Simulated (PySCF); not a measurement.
Ionisation energy of Kr+ by level of theory

Kr+ [Ar] 3d10 4s2 4p5 (2P) → Kr(2+) [Ar] 3d10 4s2 4p4 (3P), as a difference of total energies. All numbers are calculated (PySCF 2.14, the spin-free X2C one-electron Hamiltonian (Gaussian nucleus), in x2c-TZVPPall (6s5p4d1f, 48 functions)). Correlated levels: valence and next inner shell: [Ne] frozen. The calculations carry no spin-orbit coupling.

| method | ionisation energy (eV) |
| --- | --- |
| UHF | 23.252 |
| MP2 (valence and next inner shell) | 24.133 |
| SCS-MP2 (valence and next inner shell) | 24.108 |
| CCSD (valence and next inner shell) | 24.104 |
| CCSD(T) (valence and next inner shell) | 24.138 |

Task: How much does correlation contribute at CCSD(T) (valence and next inner shell)?

Result: 24.138 − (23.252) = 0.886 eV, measured against UHF.

A first-order spin-orbit estimate (lowest level to lowest level, LS coupling) adds -0.024 eV.

Errors of the correlated levels include the incompleteness of this basis and the frozen core.

For comparison: 24.360 eV (measured; NIST Atomic Spectra Database, ionization energies).
